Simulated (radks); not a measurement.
Species: Eu+. Configuration: [Xe] 4f7 6s1. Method: Dirac Kohn-Sham, XLYP, spin-unpolarised, spherical densities, finite nucleus; open shells fill j = l - 1/2 first; Fermi nuclear charge, rms radius 5.1115 fm; computed with a radial shooting solver on a logarithmic mesh with Libxc functionals.

Spin-orbit splittings of the eigenvalues, e(l+1/2) - e(l-1/2), with zeta = 2 splitting/(2l+1) and mean radii in bohr:

shell  occ.  splitting (eV)  zeta (eV)  <r> j=l-1/2  <r> j=l+1/2
2p        6           648.3      432.2      0.07906      0.08579
3p        6           132.1      88.09       0.2388       0.2517
3d       10           28.76      11.50       0.2235       0.2276
4p        6               ?          ?       0.5792       0.6086
4d       10           5.230      2.092       0.6485       0.6590
4f        7          0.6139     0.1754       0.9640       0.9841
5p        6           3.805      2.537        1.562        1.662

Estimate the 4p splitting.

Answer. 29.17 eV (zeta = 19.45 eV).
